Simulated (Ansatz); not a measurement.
Ideal-gas functions of `[GaH2][NH][SiH2]Br` at 500 K and 1 bar, from an Ansatz frequency run at PBE0-D4/def2-TZVP.

Molar mass 196.76 g/mol, point group C1 (symmetry number 1), electronic degeneracy 1, moments of inertia 76.878, 835.449, 879.924 u Å². Harmonic wavenumbers (cm⁻¹, unscaled): 34, 144, 161, 237, 411, 473, 518, 539, 615, 662, 726, 784, 873, 925, 946, 1146, 2009, 2021, 2242, 2262, 3603.

Use S(trans) = R[1.5 ln M + 2.5 ln T − 1.1517]; rotational temperatures θ = 24.2544 K / I; S(rot) = R[ln(√π/σ · √(T³/θAθBθC)) + 1.5]; for each mode x = 1.438777 ν̃/T, S = R[x/(eˣ − 1) − ln(1 − e⁻ˣ)] and H = RT x/(eˣ − 1); 1 cm⁻¹ = 0.0119627 kJ/mol; R = 8.31446 J/(mol·K).

Problem. By hand: the entropy, in J/(mol·K).

Solution. Translation 185.5. Rotation: θ = 0.3155, 0.029, 0.0276 K, giving 129.2. Vibration, mode by mode: 27.64, 15.70, 14.79, 11.66, 7.39, 6.36, 5.72, 5.45, 4.58, 4.11, 3.55, 3.12, 2.55, 2.26, 2.16, 1.37, 0.17, 0.17, 0.10, 0.09, 0.00, in all 118.9. Electronic 0.0. Sum 433.6 J/(mol·K).

Problem. By hand: H − E and G − E in kJ/mol, counted from the electronic energy.

Solution. Zero-point energy ½ × 21331 × 0.0119627 = 127.6; thermal vibration 29.7; translation, rotation and pV give 4 RT = 16.6. H − E = 173.9 kJ/mol, and G − E = 173.9 − 500 × 433.6/1000 = -42.9 kJ/mol.

Vibration gives 27 % of the entropy, 43.3 J/(mol·K) of it from the modes under 150 cm⁻¹: soft modes count most, and the harmonic formula is weakest for them. The sum counts one conformer and one mirror image; others add a mixing term.
